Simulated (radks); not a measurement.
Cd II, configuration [Kr] 4d10 5s1 (the NIST ground configuration). Calculated with a radial shooting solver on a logarithmic mesh with Libxc functionals: Dirac Kohn-Sham, PBEsol, spin-unpolarised, spherical densities, finite nucleus; Fermi nuclear charge, rms radius 4.6087 fm.

Unscreened Slater integrals over Kohn-Sham orbitals (hartree). Large and small components are both included.

integral,value
"F0(5s1/2,5s1/2)",0.34276
"F0(5s1/2,4d5/2)",0.42005
"G2(5s1/2,4d5/2)",0.067770
"F0(5s1/2,4d3/2)",0.42095
"G2(5s1/2,4d3/2)",0.065350
"F0(5s1/2,4p3/2)",0.43408
"G1(5s1/2,4p3/2)",0.026210
"F0(4d5/2,4d5/2)",0.71144
"F2(4d5/2,4d5/2)",0.35018
"F4(4d5/2,4d5/2)",0.22779
"F0(4d5/2,4d3/2)",0.71656
"F2(4d5/2,4d3/2)",0.35281
"G2(4d5/2,4d3/2)",0.35260
"G4(4d5/2,4d3/2)",0.22945
"F0(4d5/2,4p3/2)",0.80036
"F2(4d5/2,4p3/2)",0.39198
"G1(4d5/2,4p3/2)",0.49392
"G3(4d5/2,4p3/2)",0.30120
"F0(4d3/2,4d3/2)",0.72180
"F2(4d3/2,4d3/2)",0.35558
"F0(4d3/2,4p3/2)",0.80750
"F2(4d3/2,4p3/2)",0.39715
"G1(4d3/2,4p3/2)",0.50171
"G3(4d3/2,4p3/2)",0.30615
"F0(4p3/2,4p3/2)",0.92752
"F2(4p3/2,4p3/2)",0.48488
